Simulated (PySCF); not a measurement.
Simulation results for BGeH3NO, CH7GeNSi

Computed with PySCF 2.14.0. Calculation on a computer-drawn molecule: optimised geometry and harmonic frequencies of an isolated molecule of the commonest isotopes, restricted reference for singlets and unrestricted otherwise, frozen core in MP2; on germanium a core potential holds 10 electrons, which the energies leave out, and 3d is frozen in MP2 and coupled-cluster steps.

Common to all runs: multiplicity 1; method HF; basis and core potential on germanium cc-pVDZ-PP ECP10MDF.

(1) BGeH3NO

Start structure:
```xyz
7
BGeH3NO
N     -2.5254     0.3654    -0.9668
Ge    -1.6524     0.3482     0.4200
B      0.5065     0.0853     0.6539
O      1.7257    -0.0630     0.4576
H     -2.2368     0.2584    -1.9309
H     -2.2812     0.4686     1.7826
H      2.6605    -0.2464     0.2772
```

```
charge : 1
basis  : cc-pVDZ
```

Drawn bonds:
| atom | other atom | order |
| --- | --- | --- |
| 1 | 2 | 2 |
| 2 | 3 | 1 |
| 3 | 4 | 1 |
| 1 | 5 | 1 |
| 2 | 6 | 1 |
| 4 | 7 | 1 |

(2) CH7GeNSi

Start structure:
```xyz
11
CH7GeNSi
N      1.7688    -3.5512     0.7977
Ge     0.9784    -2.5911    -0.3967
C      1.3269    -0.7107    -0.4151
Si    -0.2400     0.3257     0.0074
H      1.5543    -4.5052     0.8170
H      0.0398    -3.0205    -1.5456
H      2.0627    -0.4847     0.3644
H      1.6998    -0.3362    -1.3651
H     -1.2626     0.0132    -1.0971
H     -0.7867    -0.0631     1.3185
H      0.0403     1.8166     0.0086
```

```
charge : 0
basis  : cc-pV(D+d)Z
```

Drawn bonds:
| atom | other atom | order |
| --- | --- | --- |
| 1 | 2 | 2 |
| 2 | 3 | 1 |
| 3 | 4 | 1 |
| 1 | 5 | 1 |
| 2 | 6 | 1 |
| 3 | 7 | 1 |
| 3 | 8 | 1 |
| 4 | 9 | 1 |
| 4 | 10 | 1 |
| 4 | 11 | 1 |

Q: Give the missing rotational constants for BGeH3NO (entry 1).
A: 17.02, 2.27, 2.006 GHz

Q: Estimate the rotational constants of CH7GeNSi (entry 2).
A: 10.93, 1.541, 1.501 GHz

Q: CH7GeNSi (entry 2): total energy?
A: -678.6491 hartree

Further results for BGeH3NO (entry 1):

```
total energy                                  : -448.8155 hartree
convergence status largest gradient component : 3.29e-05 hartree/bohr
```

Optimised structure:
```xyz
7
BGeH3NO
N     -2.5019     0.3285    -0.9876
Ge    -1.7037     0.3337     0.4670
B      0.4397     0.1505     0.4702
O      1.6693     0.1198     0.4045
H     -1.9656     0.2477    -1.8390
H     -2.2035     0.4366     1.8763
H      2.4626    -0.4003     0.3023
```

Modes:
| frequency (cm⁻¹) | reduced mass (dalton) |
| --- | --- |
| 69.26 | 1.385 |
| 126.9 | 2.999 |
| 249.7 | 1.817 |
| 317.3 | 2.05 |
| 330.4 | 2.316 |
| 360.5 | 3.427 |
| 361.7 | 3.34 |
| 722 | 1.08 |
| 794.8 | 1.064 |
| 872.6 | 1.501 |
| 1031 | 3.214 |
| 1838 | 8.983 |
| 2380 | 1.021 |
| 3773 | 1.078 |
| 4043 | 1.077 |

Further results for CH7GeNSi (entry 2):

```
convergence status largest gradient component : 7.771e-06 hartree/bohr
```

Optimised structure:
```xyz
11
CH7GeNSi
N      1.6928    -3.5406     0.8411
Ge     1.0407    -2.6121    -0.4015
C      1.2724    -0.6853    -0.3837
Si    -0.2597     0.3489     0.0081
H      1.5133    -4.5291     0.7343
H      0.2412    -3.1090    -1.6128
H      2.0502    -0.4747     0.3550
H      1.6478    -0.3823    -1.3669
H     -1.3297     0.0531    -0.9751
H     -0.7609     0.0343     1.3645
H      0.0738     1.7895    -0.0689
```

Modes:
| frequency (cm⁻¹) | reduced mass (dalton) |
| --- | --- |
| 43.05 | 3.314 |
| 114.2 | 1.197 |
| 157.9 | 3.766 |
| 226.1 | 2.951 |
| 444.3 | 1.22 |
| 522.8 | 1.15 |
| 530 | 2.009 |
| 709 | 1.216 |
| 728.9 | 1.132 |
| 765.9 | 1.89 |
| 771.9 | 1.751 |
| 879.3 | 1.371 |
| 957.5 | 2.221 |
| 988.9 | 1.823 |
| 1027 | 1.145 |
| 1032 | 1.043 |
| 1033 | 1.038 |
| 1108 | 1.044 |
| 1164 | 1.42 |
| 1499 | 1.088 |
| 2207 | 1.02 |
| 2302 | 1.047 |
| 2313 | 1.045 |
| 2323 | 1.029 |
| 3182 | 1.06 |
| 3251 | 1.102 |
| 3736 | 1.076 |
